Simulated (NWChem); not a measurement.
Molecule: disiloxane (Si₂H₆O); SMILES [SiH3]O[SiH3]

```xyz
9

Si     0.0133     1.5954    -0.0526
O      0.2308     0.0006     0.3343
Si     0.0195    -1.5953    -0.0516
H     -1.4435     1.9073    -0.1725
H      0.6110     2.4295     1.0275
H      0.6817     1.9111    -1.3516
H      0.6891    -1.9093    -1.3503
H     -1.4361    -1.9129    -0.1713
H      0.6204    -2.4264     1.0290
```
Atoms are numbered in this order, from 1.

Program: NWChem. Geometry optimised at PBE0/def2-SVP; all other runs use it. 

| quantity | level | value |
|---|---|---|
| −ε(HOMO) (eV) | PBE/def2-SVP | [?] |
| anisotropy (bohr³), static | CAM-B3LYP/def2-SVPD | 9.7 |
| solvation free energy (kcal/mol) in n-hexane | PBE0/def2-SVP, SMD | -0.9 |
| vertical, lowest excitation, singlet (eV) | CAM-B3LYP/def2-SVPD, TDA | [?] |
| dipole (D) | PBE0/def2-SVP | 0.39 |
| highest harmonic frequency (cm⁻¹) | PBE0/def2-SVP | [?] |

Q: What belongs in the gaps?

A: 
- −ε(HOMO) (eV), value: 7.13
- vertical, lowest excitation, singlet (eV), value: 7.23
- highest harmonic frequency (cm⁻¹), value: 2262
